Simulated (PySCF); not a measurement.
# NMR data sheet: C$_{7}$H$_{7}$ClOSi

```
Formula                               : C7H7ClOSi
SMILES                                : O=C(Cl)c1ccc([SiH3])cc1
InChI                                 : InChI=1S/C7H7ClOSi/c8-7(9)5-1-3-6(10)4-2-5/h1-4H,10H3
Point group of the computed structure : C1
Degrees of unsaturation               : 5
Carbon signals                        : 5
Proton signals                        : 3
```

Molfile (atoms numbered from 1):
```
C7H7ClOSi
     RDKit          3D

 17 17  0  0  0  0  0  0  0  0999 V2000
    3.7442   -1.1543    0.5384 O   0  0  0  0  0  0  0  0  0  0  0  0
    3.1384   -0.1432    0.3958 C   0  0  0  0  0  0  0  0  0  0  0  0
    4.0198    1.4092    0.2877 Cl  0  0  0  0  0  0  0  0  0  0  0  0
    1.6630   -0.0319    0.2895 C   0  0  0  0  0  0  0  0  0  0  0  0
    0.9382   -1.2312    0.3543 C   0  0  0  0  0  0  0  0  0  0  0  0
   -0.4468   -1.2113    0.2685 C   0  0  0  0  0  0  0  0  0  0  0  0
   -1.1443   -0.0006    0.1184 C   0  0  0  0  0  0  0  0  0  0  0  0
   -3.0255    0.0180    0.0067 Si  0  0  0  0  0  4  0  0  0  0  0  0
   -0.4046    1.1888    0.0546 C   0  0  0  0  0  0  0  0  0  0  0  0
    0.9849    1.1804    0.1379 C   0  0  0  0  0  0  0  0  0  0  0  0
    1.4837   -2.1696    0.4718 H   0  0  0  0  0  0  0  0  0  0  0  0
   -0.9925   -2.1581    0.3206 H   0  0  0  0  0  0  0  0  0  0  0  0
   -3.4922    1.4327   -0.0863 H   0  0  0  0  0  0  0  0  0  0  0  0
   -3.4808   -0.7394   -1.1984 H   0  0  0  0  0  0  0  0  0  0  0  0
   -3.6190   -0.6278    1.2164 H   0  0  0  0  0  0  0  0  0  0  0  0
   -0.9194    2.1462   -0.0612 H   0  0  0  0  0  0  0  0  0  0  0  0
    1.5502    2.1119    0.0875 H   0  0  0  0  0  0  0  0  0  0  0  0
  1  2  2  0
  2  3  1  0
  2  4  1  0
  4  5  1  0
  5  6  2  0
  6  7  1  0
  7  8  1  0
  7  9  2  0
  9 10  1  0
 10  4  2  0
  5 11  1  0
  6 12  1  0
  8 13  1  0
  8 14  1  0
  8 15  1  0
  9 16  1  0
 10 17  1  0
M  END
```

PySCF calculation with geometry: PBE0-D3(BJ)/def2-SVP and GIAO PBE0/pcSseg-1 shieldings; one conformer, non-relativistic Hamiltonian, one averaged value for each set of equivalent atoms, no solvent.

Scale: 1H and 13C and 29Si vs TMS; H2O for 17O (reference shieldings calculated alike).

```tsv
carbon	δC, type	δH (multiplicity)	HMBC from (2–3 bonds)	span of the C tensor (ppm)
C2	175.1, C	–	H11/H17	168
C4	137.1, C	–	H11/H17, H12/H16	192
C5/C10	137.1, CH	8.33 (d)	H11/H17, H12/H16	230
C6/C9	141.8, CH	7.86 (d)	H11/H17, H12/H16, H13/H14/H15	240
C7	144.8, C	–	H11/H17, H12/H16, H13/H14/H15	248
```

Other nuclei:
```csv
atoms,nucleus,environment,δ (ppm),σ (ppm)
H13/H14/H15,1H,hydrogen on a silicon bonded to C,4.59,26.68
Si8,29Si,"silicon bonded to C, 3 H",-62.7,414.7
O1,17O,carbonyl oxygen,563.3,-228.8
```

Carbon types of the structure: 3 × C, 4 × CH, leaving 3 H on heteroatoms. δC 175.1: carbonyl carbon. δC 144.8, 137.1: substituted aromatic carbon. δC 141.8, 137.1: aromatic CH. δH 8.33, 7.86: hydrogen on an aromatic CH. δH 4.59: hydrogen on a silicon bonded to C.

Carbons that carry Cl, above all several Cl atoms, come out too deshielded, partly because spin–orbit coupling is missing. Shifts are as computed. Against solution values, carbons near 30 ppm lie about +2 ppm off and those near 130 ppm about +5 ppm; carbons on Cl a further +5 ppm. Of 1313 compounds with measured shifts, 239 miss one by over three times the rms of a fit or turn the order of signals round; such compounds aren't used in these exercises. Unscaled 17O shifts of doubly bonded oxygen tend to come out too high, by tens of ppm or more. Experimental scales use liquid or dissolved standards, which lie at an offset from isolated H2O (liquid H2O: subtract about 36 ppm). No couplings were computed; multiplicities are counted from neighbouring protons, with m where these are inequivalent, close in shift, in a saturated or five-membered ring or joined by F or P, and br s for small geminal =CH2 splittings.
